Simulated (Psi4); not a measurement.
C2H6AlClS (SMILES C[S][Al]([CH3])[Cl]), singlet, at a GFN2-xTB geometry (such geometries of metal compounds can be far from the true shape).

Input for Psi4:
```
memory 2 GB

molecule {
0 1
Al   -0.09931674    0.41011023    0.34834209
Cl    0.82971023    2.18152990    0.02583485
C    -1.35661479    0.04658880    1.84963780
H    -2.36385740   -0.22552400    1.52268977
H    -1.44865316    0.95566313    2.44942483
H    -1.02059453   -0.74823604    2.52107053
S     0.38799060   -1.16303488   -1.13093696
C    -0.61025299   -2.58223531   -0.53089498
H    -1.16600169   -2.30720891    0.36082513
H     0.06961681   -3.39960293   -0.31387758
H    -1.29110928   -2.87009531   -1.32523789
}

set {
  basis sto-3g
}

energy('pbe')
print_variables()
```

Task: Estimate the dipole moment that Psi4 with PBE/STO-3G returns for this input.

Result: 2.84 D

Task: What is the computed total energy (PBE/STO-3G)?

Result: -1166.846962 Ha

Task: Give the number of basis functions at the level PBE/STO-3G.

Result: 43

Task: What is the computed nuclear repulsion energy (PBE/STO-3G)?

Result: 322.2017 Eh

Task: Roughly what does it cost on one core?

Result: about 11 core-seconds (a rough figure).
